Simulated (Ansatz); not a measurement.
The first iterations of a band of CH4O + Cl2H2Si (11 atoms, charge 0, multiplicity 1).

Computed with Ansatz 0.2.0, RKS PBE0-D4/def2-SVP.

```json
{
  "movable images": "7",
  "climbing image": "yes",
  "spring": "5.0 eV/Å²",
  "optimiser": "quadratic models (default)",
  "start path": "through a guess of the saddle point",
  "force threshold": "0.03 eV/Å",
  "iteration limit": "60",
  "end points": "relaxed"
}
```

Initial state:

```xyz
11
Properties=species:S:1:pos:R:3
Si -0.060 -1.337 -1.093
H 0.389 -0.019 -1.590
Cl 0.421 -2.683 -2.596
Cl 1.070 -1.922 0.554
H -1.501 -1.527 -0.827
H -0.652 -0.107 1.490
O -0.787 0.466 0.725
C 0.102 1.552 0.827
H 1.158 1.225 0.841
H -0.049 2.190 -0.055
H -0.093 2.164 1.725
```

Final state:

```xyz
11
Properties=species:S:1:pos:R:3
Si -0.206 -1.566 -0.043
H 0.181 2.040 -2.490
Cl -0.127 -2.106 -2.011
Cl 1.501 -2.190 0.923
H -1.367 -2.220 0.600
H 0.055 1.448 -2.026
O -0.281 0.071 -0.011
C 0.004 0.944 1.054
H -0.833 0.983 1.773
H 0.920 0.644 1.591
H 0.154 1.952 0.640
```

| iteration | highest image above the first end (eV) | largest band force component (eV/Å) |
| --- | --- | --- |
| 1 | 37.545 | 100.086 |
| 2 | 10.131 | 21.010 |
| 3 | 4.574 | 12.540 |
| 4 | 1.810 | 6.397 |
| 5 | 1.571 | 2.292 |
| 6 | 1.514 | 1.548 |
| 7 | 1.441 | 1.387 |
| 8 | 1.327 | 1.762 |
| 9 | 1.136 | 2.127 |
| 10 | 0.985 | 1.929 |
| 11 | 0.804 | 1.437 |
| 12 | 0.512 | 1.111 |
| 13 | 0.688 | 1.276 |
| 14 | 1.382 | 1.585 |
| 15 | 2.257 | 2.659 |

**Question.** Does the band converge within its limit, and where does its top end?

**Answer.** The run converged. It ended after 47 iterations with the highest image 1.458 eV above the first end. The profile has 3 maxima (images 3, 5, 7) with wells between them (images 4, 6): this band takes more than one step, which may be the mechanism or a detour left from its start path. Neighbouring images differ by up to 2.0 eV, so the band resolves the path poorly. A vibrational analysis at the climbing image gives one clearly imaginary mode, 1285i cm⁻¹: a first-order saddle point. The orbitals stay closed-shell, which can raise the energy where a bond breaks towards radicals; this wasn't checked here.

Run time: 13 min on 2 threads of Intel(R) Xeon(R) Platinum 8488C (Sapphire Rapids) (shared host), peak memory 0.29 GiB.
